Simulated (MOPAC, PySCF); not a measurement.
C3HN, SMILES `C#CC#N`, neutral singlet in the gas phase. 

Cartesian coordinates (Å):
SMILES: C#CC#N
```xyz
5

C     -1.2706    -0.1780     0.2368
C     -0.0842    -0.0118     0.1487
C      1.2674     0.1776     0.0483
N      2.4083     0.3374    -0.0365
H     -2.3209    -0.3252     0.3148
```
Charge 0, multiplicity 1.

All levels are single points at this geometry (B3LYP-D3(BJ)/def2-TZVP); Pople sets use spherical d functions. Orbital energies aren't observables, and empty levels follow the basis.

HF/6-31G* in PySCF gives gap (eV) = 14.20.

Task: Estimate the gap (eV) from each of these levels: B3LYP-D3(BJ)/def2-TZVP in PySCF; B3LYP/3-21G in PySCF; B3LYP/6-31G* in PySCF; BP86/6-31G* in PySCF; M06-2X/6-31G* in PySCF; PBE/6-31G* in PySCF; SVWN5/6-31G* in PySCF; HF/3-21G in PySCF; HF/STO-3G in PySCF; AM1 in MOPAC; PM6 in MOPAC; PM7 in MOPAC.

Result: 
```csv
level,gap (eV)
B3LYP-D3(BJ)/def2-TZVP in PySCF,6.94
B3LYP/3-21G in PySCF,7.29
B3LYP/6-31G* in PySCF,7.03
BP86/6-31G* in PySCF,5.30
M06-2X/6-31G* in PySCF,9.76
PBE/6-31G* in PySCF,5.30
SVWN5/6-31G* in PySCF,5.26
HF/3-21G in PySCF,14.39
HF/STO-3G in PySCF,16.31
AM1 in MOPAC,11.91
PM6 in MOPAC,11.74
PM7 in MOPAC,11.65
```
